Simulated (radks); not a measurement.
Q: Xe XXVIII, configuration [Ar] 3d9 (the NIST ground configuration). All-electron calculation, Dirac Kohn-Sham, BLYP, spin-unpolarised, spherical densities, finite nucleus; open shells fill j = l - 1/2 first; Fermi nuclear charge, rms radius 4.7859 fm. Program: a radial shooting solver on a logarithmic mesh with Libxc functionals. Some entries of the table are withheld. Estimate them.

orbital  occ.  eigenvalue (eV)  <1/r> (bohr^-1)
1s1/2       2        -35323.41            58.12
2s1/2       2              (1)            13.63
2p1/2       2        -5975.544            13.61
2p3/2       4        -5648.893            12.51
3s1/2       2              (2)            4.996
3p1/2       2              (3)              (4)
3p3/2       4              (5)              (6)
3d3/2       4              (7)            4.517
3d5/2       5              (8)            4.447
4s1/2       0        -929.6463            2.365
4p1/2       0              (9)            2.306
4p3/2       0             (10)            2.218

A: 
(1) 2s1/2 eigenvalue (eV): -6292.348
(2) 3s1/2 eigenvalue (eV): -1968.765
(3) 3p1/2 eigenvalue (eV): -1838.567
(4) 3p1/2 <1/r> (bohr^-1): 4.917
(5) 3p3/2 eigenvalue (eV): -1772.605
(6) 3p3/2 <1/r> (bohr^-1): 4.646
(7) 3d3/2 eigenvalue (eV): -1548.575
(8) 3d5/2 eigenvalue (eV): -1534.185
(9) 4p1/2 eigenvalue (eV): -877.9151
(10) 4p3/2 eigenvalue (eV): -858.0013
